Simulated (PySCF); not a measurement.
vinylidene fluoride (C₂H₂F₂), SMILES FC(=C)F.

Geometry optimised at PBE0-D3(BJ)/def2-SVP.

All values below come from PBE0/def2-TZVPD (PySCF).

**Question.** Estimate the frontier levels, gap, dipole moment and polarisability. (An estimate is asked for; the answer gives what the named calculation found.)

**Answer.** 
highest occupied level: -7.74 eV
lowest empty level: 0.34 eV
orbital gap: 8.08 eV
dipole moment: 0.243 e·Å
quadrupole, principal values (traceless, Buckingham form, about the centre of nuclear charge): -1.37, -0.44, 1.81 D·Å
mean static polarisability: 28.5 bohr³ (4.22 Å³)
polarisability, principal values: 21.9, 27.0, 36.5 bohr³
